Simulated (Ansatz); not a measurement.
Consider the ligand exchange at the Si–O bond: `O[SiH2][SiH3]` + `O=C(O)O` → `O=C(O)O[SiH2][SiH3]` + H₂O.

Program: Ansatz. Geometries: PBE0-D4/def2-TZVP. ΔE: electronic, gas phase. CBS: MP2 limit from def2 TZ/QZ plus the TZ coupled-cluster correction, frozen cores. This one scheme is used for every species. DFT in def2-TZVPP. Each species was taken in one conformer, which may not be the lowest.

```
             level  ΔE (kJ/mol)  difference from CCSD(T)/CBS
            PBE-D4          1.2                          7.5
           PBE0-D4          0.3                          6.6
           ωB97M-V         -2.0                          4.3
            B2PLYP          3.2                          9.5
               PBE          7.3                         13.6
            r2SCAN          3.3                          9.6
SCS-MP2/def2-TZVPP         -1.6                          4.7
CCSD(T)/def2-TZVPP         -3.5                          2.8
    MP2/def2-QZVPP         -5.7                          0.6
     MP2/CBS(def2)         -6.7                         -0.4
       CCSD(T)/CBS         -6.3                            0
```

Largest T1 diagnostic among the species: 0.015.

The D4 term adds −9.8 kJ/mol with B3LYP and −5.5 kJ/mol with PBE0; it sums over pairs of atoms, weighted by their polarisabilities, and B3LYP, whose exchange is more repulsive, gets the larger term. In def2-TZVPP, CCSD(T) changes the Hartree–Fock value by −11.0 kJ/mol (the triples alone add −2.0 kJ/mol) and MP2 by −11.4 kJ/mol.

B3LYP here is the variant with VWN-RPA as its local correlation; programs differ in this.
